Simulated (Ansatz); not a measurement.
Frontier orbitals of CH₄AlClOSi (`[Cl][AlH][SiH]1CO1`).

The species carries charge 0 and has multiplicity 1. The structure was optimised at the PBE0-D4/def2-TZVP level. It is one conformer, not always the lowest. Basis def2-TZVPP, the Gaussian-basis code of Ansatz.

Orbital energies of one run (eV). Highest occupied ones, from the top: -6.93, -7.29, -8.13, -9.12, -9.12, -9.51, -10.30, -11.41, -11.86, -12.51, -14.06, -17.53, -22.04, -27.89. Empty: -2.75, -0.72, -0.16, 0.02, 1.35, 1.99.

(1) Which functional gave them?
A. PBE0
B. r2SCANh
C. r2SCAN
D. ωB97M-V

## Answers

(1) B. HOMO energies: r2SCANh -6.93, ωB97M-V -9.53, r2SCAN -6.50, PBE0 -7.43 eV.
